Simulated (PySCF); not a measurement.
# Cr²⁺: excitation energy

Cr²⁺ [Ar] 3d4 (5D) → Cr²⁺ [Ar] 3d3 4s1 (5F), as a difference of total energies. Calculation: PySCF 2.14, in x2c-TZVPPall with one added diffuse shell each of s, p, d, f type (7s6p5d3f1g, 80 functions); scalar relativity by spin-free X2C-1e. Correlated levels: valence: [Ar] frozen; valence and next inner shell: [Ne] frozen. The calculations carry no spin-orbit coupling.

```tsv
method	excitation energy (eV)
UHF	5.668
LDA	6.452
PBE	6.224
PBE0	6.284
revPBE	6.268
M06-L	6.868
MN15	7.091
B97-3	6.335
MP2 (valence)	6.050
MP2 (valence and next inner shell)	6.285
SCS-MP2 (valence and next inner shell)	6.036
```

Question: Estimate what SCS-MP2 (valence) gives.

Answer: 5.795 eV, closest to UHF among the rows shown.

Question: Estimate what r2SCAN gives.

Answer: 6.083 eV, closest to MP2 (valence) among the rows shown.

A first-order spin-orbit estimate (lowest level to lowest level, LS coupling) adds -0.022 eV.
